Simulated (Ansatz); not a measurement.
Basis-set extrapolation for `CC(=O)OBCl` (PBE0-D4/def2-TZVP geometry, frozen core, the Gaussian-basis code of Ansatz). Multiplicity 1, RHF reference.

```csv
,def2-TZVPP,def2-QZVPP
HF,-712.197910,-712.222157
MP2 correlation,-1.067510,-1.151464
CCSD(T) correlation,-1.150212,not run
```

Energies in hartree. Use E(X) = E(∞) + A·exp(−7.88·√X) for Hartree–Fock and E(X) = E(∞) + B·X^(−2.97) for correlation, with X = 3 and 4, and add CCSD(T) minus MP2 of the smaller set to the MP2 limit.

Q: What is the CCSD(T) energy at the basis-set limit?

A: HF limit: -712.222157 + (-0.024247) × 0.13774 = -712.22550. MP2 limit: -1.151464 + (-0.083954) × 0.74074 = -1.21365. Higher-order term: -1.150212 − (-1.067510) = -0.08270. Total: -713.52185 hartree, 456.1 kJ/mol below CCSD(T)/def2-TZVPP.
